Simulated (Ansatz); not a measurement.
```yaml
crystal:
  periodic: [false, false, false]
  atoms:
    - {symbol: N, position_ang: [-1.415071, -0.329289, 0.525905]}
    - {symbol: Si, position_ang: [0.181115, -0.448860, -0.058671]}
    - {symbol: O, position_ang: [1.254255, -0.710128, 1.159094]}
    - {symbol: C, position_ang: [0.868266, 1.105825, -0.868587]}
    - {symbol: S, position_ang: [-0.066209, 2.110134, -1.715688]}
    - {symbol: H, position_ang: [-1.695075, 0.458164, 1.089953]}
    - {symbol: H, position_ang: [-2.170249, -0.626602, -0.070796]}
    - {symbol: H, position_ang: [0.161319, -1.541322, -1.066605]}
    - {symbol: H, position_ang: [1.027905, -1.394552, 1.791088]}
    - {symbol: H, position_ang: [1.936844, 1.325328, -0.782591]}
basis:
  gaussian: {orbitals: cc-pVDZ, nuclear_model: gaussian}
hamiltonian: {xc: {name: M06-2X}}
accuracy: high
```

```sh
$ ansatz run in.yaml --threads 4 --pin off --events-out ev --progress --plain --max-ram 10444MiB
```

Q: How does Ansatz answer? (Best estimate.)

A: Computed: The input was rejected before any iteration.
```
Error: YAML parse error: error: line 16 column 19: hamiltonian.xc: no functional is named "M06-2X"; the names, which are not case-sensitive, are SVWN5, SPW92, PBE, PBE0, PBEsol, revPBE, revPBE0, RPBE, rPW86-PBE, HSE06, wPBEh, LC-wPBE, HISS, HF, BLYP, B3LYP, B3LYP5, BHLYP, CAM-B3LYP, r2SCAN, r2SCANh, r2SCAN0, r2SCAN50, m-r2SCAN, B97, wB97, wB97X, wB97X-V, B97M-V, wB97M-V, B2PLYP, B2GP-PLYP, PBE0-DH, PBE-QIDH
14 | basis:
15 |   gaussian: {orbitals: cc-pVDZ, nuclear_model: gaussian}
16 | hamiltonian: {xc: {name: M06-2X}}
17 | accuracy: high
```

HSE06 is defined as in plane-wave codes.
